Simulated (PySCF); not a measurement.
Molecule: Al(OH)2(NH2), H4AlNO2, SMILES [NH2][Al]([OH])[OH]. Atoms near the plane z = 1.2 Å, at the CAM-B3LYP/def2-SVP optimised geometry (x, y, z in Å): Al1 (-0.2, -0.4, 0.0), O2 (-1.0, -1.9, 0.0), H3 (-2.0, -2.1, 0.0), O4 (1.5, -0.4, 0.0), H5 (2.0, -1.2, 0.0), N6 (-1.0, 1.2, 0.0), H7 (-0.5, 2.1, 0.0), H8 (-2.0, 1.3, 0.0).

Level of theory: CAM-B3LYP/def2-TZVP in PySCF. The values are rescaled to run from 0 to 1.

```
|1111111111111111111111111111111|
|1111111111111111111111111111111|
|1111111111111111111111111111111|
|1111111111111111111111111111111|
|1111111111111111111111111111111|
|1111111111222211111111111111111|
|1111111122222222111111111111111|
|1111111222333332211111111111111|
|1111111233455443221111111111111|
|1111112234667653321111111111111|
|1111112345788764322111111111111|
|1111112346899865322111111111111|
|1111112346799865321111111111111|
|1111112245688765321110011111111|
|1111112234566654321000001111111|
|1111111223455543211000000111111|
|1111111222334432210000000111111|
|1111111112222222110000000111111|
|1111111111111111100000001111111|
|1111111111111111100000001111111|
|1111111110000000110000011111111|
|1111111100000000111111111111111|
|1111111100000000111111111111111|
|1111111100000000111111111111111|
|1111111110000001111111111111111|
|1111111111000011111111111111111|
|1111111111111111111111111111111|
|1111111111111111111111111111111|
|1111111111111111111111111111111|
|1111111111111111111111111111111|
|1111111111111111111111111111111|
```
Scale: ten equal steps from 0.000 (start of '0') to 1.00 (end of '9'), in the order '0123456789'; x runs from -4.50 to 4.50, y from -4.50 (bottom) to 4.50 (top).

### Question
Which quantity is mapped?
(A) electron localisation function
(B) log10 of the electron density
(C) an orbital amplitude
(D) deformation density (molecule minus spherical neutral atoms)

### Answer
C, an orbital amplitude. In full: HOMO amplitude (bohr^(-3/2)).
